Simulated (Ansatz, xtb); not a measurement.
Ranking isomers of C5H3FOS

4 gas-phase structures of C5H3FOS, from a drawn sample of its isomers (lower ones may exist). Each was relaxed with GFN2-xTB; where two conformers were screened, the lower at r2SCAN-D4/def2-SVP is listed:

A. `O=Cc1cscc1F`, a singlet
B. `O=Cc1ccsc1F`, a singlet
C. `O=Cc1sccc1F`, a singlet
D. `O=Cc1csc(F)c1`, a singlet

Q: Which do you expect lowest at r2SCAN-D4/def2-SVP, and how would the others follow?

A: Calculated order at r2SCAN-D4/def2-SVP: C (0.0), A (2.9), D (5.1), B (5.2) kcal/mol. Less than 1 kcal/mol parts D and B, so the order within that pair means little.

Energies above the lowest of each column, in kcal/mol; the last columns are at B3LYP-D3(BJ)/def2-SVP geometries:

```csv
structure,GFN2-xTB,HF/STO-3G,r2SCAN-D4/def2-SVP,B3LYP-D3(BJ)/def2-SVP,CCSD(T)/def2-SVP + ΔMP2/def2-TZVPP
C,0.0,0.7,0.0,0.0,0.0
A,0.7,0.9,2.9,2.2,1.5
D,3.1,0.7,5.1,4.5,3.7
B,2.9,0.0,5.2,4.7,4.4
```

CCSD(T)/def2-SVP + ΔMP2/def2-TZVPP puts C lowest; HF/STO-3G picks B. Some further structures that were screened fall inside this span and aren't listed. Flexible structures stand in one conformer each, not always the lowest. ΔMP2 is the change of the MP2 energy from the smaller to the larger basis.

Over these structures GFN2-xTB departs from r2SCAN-D4/def2-SVP by 0.8 kcal/mol on average once a common shift is removed. A GFN2-xTB relaxation took about 0.06 s and the r2SCAN-D4/def2-SVP energy about 3.3 s on a shared host (Ansatz 0.2.0, xtb 6.7.1).
